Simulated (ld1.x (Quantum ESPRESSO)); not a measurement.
# Ti (Z = 22): TM pseudisation with PBE, fully relativistic reference atom.

```json
{"Element": "Ti (Z = 22)", "Generator": "ld1.x (Quantum ESPRESSO) 7.5", "Type": "norm-conserving Troullier–Martins (Kleinman–Bylander form)", "Functional": "PBE", "Relativity": "fully relativistic", "Frozen core": "[Ne]", "Valence charge": "12", "Reference configuration": "3s2 3p6 3d2 4s1 4p0 (charge +1)", "Partial waves": "3s (bound): rc 1.75 bohr; 3p (bound): rc 1.35 bohr; 3d (bound): rc 1.35 bohr", "Local potential": "the d channel", "Core correction": "Bessel-smoothed model core, default radius (core density twice the valence density)"}
```

Open shells are filled in proportion to 2j + 1 (rel_dist='average').

Occupied shells without a wave of their own: 4s. They enter only through the test configuration that unscreens the potential, and ld1.x also counts them in the model core charge.

- Largest excitation error: -3203 meV (all-electron minus pseudo) for 3s2 3p6 3d1 4s0 4p0, out of 7 test configurations

A Bessel basis up to 400 Ry misses an occupied level by 0.04 Ry, so cutoffs and ghosts were not judged. The potential misses its own reference levels by up to 1.2 eV, so it is not fit for use. ld1.x takes every shell without a wave as core, so the model core holds the 4s electrons as well and exchange and correlation see them twice. This cancels in the reference configuration, but the file is broken for other ones, and its errors say nothing about a proper core correction.
